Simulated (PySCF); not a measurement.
Mo(NH)(S)(F)(Cl) (ClFHMoNS), SMILES [NH]=[Mo]([F])(=[S])[Cl], multiplicity 1. Atoms are numbered in the order given.

```xyz
6

Mo    -0.0844     0.0885    -0.2339
N     -0.3618    -0.9943    -1.5345
H     -0.0811    -1.6865    -2.2310
S      1.9937     0.0945     0.1565
F     -0.6423     1.7806    -0.7452
Cl    -1.1741    -0.7417     1.5883
```

Coordinates come from a B3LYP-D3(BJ)/def2-SVP optimisation. The multiplicity is an assumed one; no other spin state was optimised. The structure was generated by enumeration; whether it is a known compound was not checked. The def2 effective core potentials stand for the cores of Mo; spin–orbit coupling is left out.

Method: HF/def2-TZVP run with PySCF.

ESP charges are fitted to the potential on shells at 1.4 to 2.0 van der Waals radii. Atomic charges (e):

```
atom  Löwdin  Mulliken  ESP fit
----  ------  --------  -------
Mo1     0.40      1.88     0.73
N2     -0.34     -0.73    -0.51
H3      0.17      0.29     0.38
S4      0.11     -0.43    -0.19
F5     -0.35     -0.57    -0.24
Cl6     0.01     -0.44    -0.16
```
